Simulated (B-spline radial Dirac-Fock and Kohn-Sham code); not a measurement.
Tc 3d3/2: cross section and angular parameters

System: atomic technetium, configuration [Kr] 4d5 5s2; threshold 257.6 eV (tabulated edge). Method: Dirac-Hartree-Slater photoionisation with a Latter tail; cross sections with all multipoles, angular parameters from the dipole term and its interference with E2. Computed with a radial B-spline solver.

For linearly polarised light dσ/dΩ = σ/(4π) [1 + β P₂(cos θ) + (δ + γ cos²θ) sin θ cos φ], with θ from the polarisation vector and φ the angle between the beam and the projection of the electron momentum on the plane normal to the polarisation.

| hν (eV) | σ (kb) | β | γ | δ |
| --- | --- | --- | --- | --- |
| 268 | 165 | 1.981 | 0.076 | 0.000 |
| 273 | 348 | 1.749 | 0.055 | -0.001 |
| 399 | 1380 | 0.557 | -0.041 | 0.011 |
| 400 | 1380 | 0.561 | -0.041 | 0.011 |
| 445 | 1180 | 0.710 | -0.040 | 0.015 |
| 522 | 882 | 0.888 | -0.026 | 0.021 |
| 725 | 422 | 1.117 | 0.044 | 0.033 |
| 757 | 379 | 1.137 | 0.058 | 0.035 |
| 1010 | 179 | 1.218 | 0.167 | 0.046 |
| 1253.6 | 97.4 | 1.234 | 0.271 | 0.055 |
| 1570 | 50.2 | 1.220 | 0.393 | 0.066 |
| 1830 | 31.3 | 1.196 | 0.483 | 0.076 |
| 2000 | 23.7 | 1.177 | 0.536 | 0.082 |
| 2050 | 21.9 | 1.171 | 0.551 | 0.084 |
| 3130 | 5.38 | 1.045 | 0.816 | 0.125 |
| 3610 | 3.28 | 0.994 | 0.905 | 0.143 |
| 3710 | 2.98 | 0.983 | 0.922 | 0.147 |
| 4160 | ? | ? | ? | ? |
| 5120 | 0.932 | 0.859 | 1.111 | 0.201 |
| 8047.8 | 0.168 | 0.683 | 1.344 | 0.309 |
| 9070 | 0.106 | 0.638 | 1.396 | 0.345 |
| 13700 | 0.0202 | 0.489 | 1.540 | 0.495 |
| 15000 | 0.0139 | 0.458 | 1.561 | 0.534 |

Question: Give the values at 4160 eV.

Answer: σ = 1.98 kb, β = 0.940, γ = 0.991, δ = 0.165.
